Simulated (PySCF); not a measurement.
TlC⁻ at ROHF-MP2

Level: ROHF-MP2. Tl aug-cc-pVDZ-PP with ECP60, C aug-cc-pVDZ; scalar-relativistic core potentials (PySCF 2.14).

* state: triplet, unpaired electrons σ ↑, π ↑
* bond length: 2.159 Å
* harmonic wavenumber: 547 cm⁻¹
* force constant: 2.00 mdyn/Å
* rotational constant Be: 0.3191 cm⁻¹
* anharmonicity ωexe: 0.947 cm⁻¹
* vibration–rotation constant αe: 0.00129 cm⁻¹
* well depth De to Tl + C⁻: 42.2 kcal/mol
* dissociation energy D0: 41.4 kcal/mol

Correlated steps freeze 5 core orbitals. Correlated levels converge slowly with the basis: in double zeta they bind strong bonds too weakly, by up to about 1 eV, and carry superposition errors of some tenths. These are scalar-relativistic numbers at best; spin–orbit coupling would shift them, the dissociation energy most. For an ion De counts to the pair picked by the measured ionisation energies or electron affinities, which need not be the lowest pair at this level. The state was picked by a PBE0 search and need not be the measured ground state.
